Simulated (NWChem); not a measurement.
Isomers of C3H3ClF2, each optimised at B3LYP/6-31G* with NWChem, gas phase unless a solvent is named. Flexible species stand in one conformer each, which need not be the lowest. Pople sets run with spherical d functions. Relative energies count from the lowest isomer at each level and are electronic, without zero-point energy, on those geometries.

A: F[C@@H]1[C@H](F)[C@H]1Cl
B: C1[C@](Cl)(F)[C@@H]1F
C: C(Cl)(=C)C(F)F
D: FC(F)/C=C/Cl

```csv
quantity,A,B,C,D
"relative energy, PW6B95/def2-TZVP (kcal/mol)",___,17.9,0.8,0.0
"relative energy, BLYP/def2-TZVP (kcal/mol)",___,22.5,1.2,0.0
"highest harmonic frequency (cm⁻¹), B3LYP/6-31G*",___,3252,3290,3258
"SMD solvation free energy in water, B3LYP/6-31G* (kcal/mol)",___,-1.1,0.2,-0.7
```

### Question
What belongs in the gaps?

### Answer

- relative energy, PW6B95/def2-TZVP (kcal/mol), A: 20.5
- relative energy, BLYP/def2-TZVP (kcal/mol), A: 25.1
- highest harmonic frequency (cm⁻¹), B3LYP/6-31G*, A: 3213
- SMD solvation free energy in water, B3LYP/6-31G* (kcal/mol), A: -1.8
